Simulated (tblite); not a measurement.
C₅H₄N₃ (doublet state).
Atom-mapped SMILES: `[CH3:1][n:2]1[c:3][cH:4][n:5][c:6]1[C:7]#[N:8]` (hydrogens: H9, H10, H11 on C1; H12 on C4)

A start from a force field or distance geometry was refined with GFN2-xTB geometry optimisation, gas phase in tblite 0.8.0. Values at the start:

```tsv
coordinate	start
C1–N2	1.433 Å
C1–H9	1.092 Å
N2–C3	1.380 Å
N2–C6	1.370 Å
C3–C4	1.375 Å
C4–N5	1.372 Å
C4–H12	1.078 Å
N5–C6	1.324 Å
C6–C7	1.426 Å
C7≡N8	1.161 Å
C1–N2–C3	124.7°
N2–C3–C4	104.3°
N2–C6–C7	125.2°
C3–N2–C6	108.2°
C3–C4–N5	111.1°
C4–N5–C6	105.8°
N5–C6–C7	124.3°
C6–C7–N8	176.7°
```

**Question.** How do these coordinates change at the GFN2-xTB level?

**Answer.** 
| coordinate | GFN2-xTB (Å or °) | change |
| --- | --- | --- |
| C4–N5 | 1.340 | -0.032 |
| C6–C7 | 1.398 | -0.028 |
| N2–C3 | 1.353 | -0.027 |
| C7≡N8 | 1.148 | -0.013 |
| C4–H12 | 1.068 | -0.010 |
| N2–C6 | 1.362 | -0.008 |
| N5–C6 | 1.332 | +0.008 |
| C3–C4 | 1.368 | -0.007 |
| C1–H9 | 1.089 | -0.003 |
| C1–N2 | 1.435 | +0.002 |
| N2–C3–C4 | 109.0 | +4.7 |
| C3–C4–N5 | 107.3 | -3.8 |
| C3–N2–C6 | 105.5 | -2.7 |
| C4–N5–C6 | 108.1 | +2.3 |
| C1–N2–C3 | 126.7 | +2.0 |
| N5–C6–C7 | 126.0 | +1.7 |
| N2–C6–C7 | 123.9 | -1.3 |
| C6–C7–N8 | 177.8 | +1.1 |

The energy falls by 15.5 kJ/mol over 13 L-BFGS steps, the largest force on an atom goes from 2.37 to 0.008 eV/Å, and the atoms move by 0.034 Å rms after alignment. The bond that changes most is C4–N5 (ends: carbon bonded to C, N and H; nitrogen bonded to 2 C), which shortens by 0.032 Å. Bonds longer at the end by more than 0.005 Å: 1 of 12; shorter: 9. Rotational constants go from 3795, 2063, 1348 to 3785, 2120, 1371 MHz.

GFN2-xTB frequencies show an imaginary mode (35i cm⁻¹), so the point is no minimum at that level. 2 starts were optimised and ended at 0.00 and 0.03 kcal/mol (GFN2-xTB); the lowest of these is shown.

The numbers are calculated, not measured.
